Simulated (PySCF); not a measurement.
## J couplings in C5H8BN

Geometry:
| atom | x (Å) | y (Å) | z (Å) |
| --- | --- | --- | --- |
| B1 | -1.907 | 0.205 | 0.070 |
| N2 | -0.309 | 0.133 | 0.000 |
| C3 | 0.418 | 1.256 | -0.072 |
| C4 | 1.805 | 1.236 | -0.074 |
| C5 | 2.462 | 0.010 | -0.005 |
| C6 | 1.699 | -1.154 | 0.064 |
| C7 | 0.315 | -1.051 | 0.061 |
| H8 | -2.325 | -0.811 | -0.470 |
| H9 | -2.178 | 0.232 | 1.268 |
| H10 | -2.235 | 1.237 | -0.500 |
| H11 | -0.160 | 2.180 | -0.128 |
| H12 | 2.357 | 2.175 | -0.134 |
| H13 | 3.553 | -0.039 | -0.009 |
| H14 | 2.165 | -2.139 | 0.114 |
| H15 | -0.342 | -1.921 | 0.107 |

Indirect spin–spin couplings were computed at B3LYP/pcJ-1 (spin–dipole term only in couplings to heteroatoms) (PySCF 2.14) on a PBE0-D3(BJ)/def2-SVP structure, for the isolated molecule, without vibrational or relativistic corrections. Couplings are averaged over pairs made equivalent by symmetry, fast rotation or ring inversion, so a value needn't be that of the named pair in this geometry, while other rotamers aren't included; one pair stands for each set, and the list holds a selection of those of at least 0.8 Hz over up to four bonds.

Isotopes: 13C, 1H, 11B, 15N.

| pair | bonds | J (Hz) |
| --- | --- | --- |
| B1, N2 | 1 | -6.5 |
| B1, H8 | 1 | 110.8 |
| N2, C3 | 1 | -10.8 |
| C3, C4 | 1 | 63.3 |
| C3, H11 | 1 | ? |
| C4, C5 | 1 | 59.5 |
| C4, H12 | 1 | 175.8 |
| C5, H13 | 1 | ? |
| N2, C4 | 2 | 2.4 |
| C3, C5 | 2 | ? |
| C3, H12 | 2 | 4.9 |
| C4, H11 | 2 | 6.9 |
| C5, H12 | 2 | 1.0 |
| H8, H9 | 2 | -13.3 |
| B1, C4 | 3 | ? |
| B1, H11 | 3 | 2.7 |
| N2, C5 | 3 | ? |
| C3, C6 | 3 | 8.7 |
| C3, H13 | 3 | 7.6 |
| C4, H14 | 3 | ? |
| C5, H11 | 3 | 7.3 |
| H11, H12 | 3 | ? |
| H12, H13 | 3 | 8.5 |
| H8, H11 | 4 | ? |
| H11, H13 | 4 | 1.3 |
| H12, H14 | 4 | 1.2 |

Question: Estimate the withheld couplings, with signs.

Answer: 
- 1J(C3,H11) = 196.3 Hz (bond length 1.091 Å, sp2 carbon)
- 1J(C5,H13) = 172.9 Hz (bond length 1.092 Å, sp2 carbon)
- 2J(C3,C5) = -2.2 Hz (angle at C4 119°)
- 3J(B1,C4) = 1.6 Hz (dihedral angle 177°)
- 3J(N2,C5) = -5.0 Hz
- 3J(C4,H14) = 7.8 Hz (dihedral angle 180°)
- 3J(H11,H12) = 6.7 Hz (dihedral angle 0°)
- 4J(H8,H11) = -1.3 Hz (mean over equivalent pairs that range from -2.5 to -0.2 Hz in this conformer)
